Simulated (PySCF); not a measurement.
C2H11GeNSi2.
SMILES with atom numbers: `[CH3:1]/[N:2]=[CH:3]\[SiH2:4][SiH2:5][GeH3:6]` (hydrogens: H7, H8, H9 on C1; H10 on C3; H11, H12 on Si4; H13, H14 on Si5; H15, H16, H17 on Ge6)

Geometry (PBE0-D3(BJ)/def2-SVP, Å), atoms numbered from 1 in this order:
```xyz
17
C2H11GeNSi2 angstrom
C      1.5852    0.5861    1.5747
N      1.6631    1.2599    0.3134
C      1.1345    0.7568   -0.7248
Si     0.1704   -0.8856   -0.9477
Si    -2.0748   -0.5678   -0.3406
Ge    -2.2629    0.1819    1.9152
H      2.6031    0.4277    1.9666
H      1.0761    1.2430    2.2984
H      1.0597   -0.3904    1.5581
H      1.2271    1.3570   -1.6493
H      0.2559   -1.2264   -2.4013
H      0.7468   -2.0209   -0.1625
H     -2.8381   -1.8453   -0.5116
H     -2.6822    0.4624   -1.2421
H     -1.5557    1.5410    2.0749
H     -3.7414    0.3451    2.3150
H     -1.6012   -0.8292    2.8715
```

Linear response at B3LYP/def2-SVPD (PySCF, frozen core in the response, non-relativistic). Relativistic effects, spin–orbit coupling among them, are left out although an element past zinc is present.

Static isotropic polarisability: 128.34 au (19.02 Å³), principal values 104.7, 137.3, 143.0 au.

(1) What is the polarisability at 1064 nm and at the sodium D line?

(2) What is the isotropic C6 coefficient between two such molecules, C6 = (3/π)∫α(iω)² dω?

(3) Which effective excitation energy ω̄ makes London's formula C6 = (3/4)α²ω̄ exact here?

(4) What three-body coefficient follows from the one-pole estimate C9 = (3/4)·α·C6?

(5) The lowest 10 singlets have (eV, f): 3.98, 0.003; 5.43, 0.004; 5.71, 0.066; 5.85, 0.007; 5.98, 0.004; 6.26, 0.001; 6.28, 0.037; 6.37, 0.001; 6.50, 0.164; 6.54, 0.205. What share of the static polarisability do they carry in the sum over states α = Σ f/ω²?

(6) What n − 1 at the D line would an ideal gas of it have at 273.15 K and 1 atm (2.6868 × 10¹⁹ cm⁻³), by n − 1 = 2π·N·α′?

(7) What molar refraction at the D line follows from R = (4π/3)·N_A·α′, with α′ the polarisability volume?

(8) How many electrons N does the Slater–Kirkwood formula C6 = (3/4)·√N·α^(3/2) need to give this C6?

(9) How anisotropic is the static polarisability, by Δα² = ½[(α1 − α2)² + (α2 − α3)² + (α3 − α1)²]?

## Answers

(1) 130.03 au at 1064 nm (+1.3 %), 134.11 au at 589.3 nm (+4.5 %). The rise at 589.3 nm is 3.42 times that at 1064 nm; a pure ω² law gives 3.26. The lowest singlet lies at 311 nm, shorter than both wavelengths.

(2) 5281 au (Eh·bohr⁶) by a ten-point quadrature over imaginary frequencies, which is 3160 eV·Å⁶ or 304 J·nm⁶/mol.

(3) ω̄ = 4·C6/(3α²) = 0.428 Eh = 11.6 eV. A one-pole form α(ω) = α/(1 − ω²/ω̄²) fitted to the 1064 nm value gives 10.2 eV. London's choice of the ionisation energy (8.76 eV, ΔSCF at the same level) gives C6 = 3980 au, 25 % too low.

(4) 508000 au. This is an estimate from the two numbers above, not a computed integral.

(5) 9.15 au, 7.1 % of α; the largest term, 3.56 au, is that of the state at 6.54 eV. Their oscillator strengths add up to 0.49. Higher states carry the rest.

(6) 33.55 × 10⁻⁴, a formal value whether or not that pressure can be reached.

(7) α′ = 19.87 Å³ gives R = 50.13 cm³/mol, for isolated, non-vibrating species.

(8) N = (4·C6/3)²/α³ = 23.5; the species has 90 electrons in all.

(9) Δα = 35.9 au, or 0.28 of the isotropic value.

One conformer stands for the species.
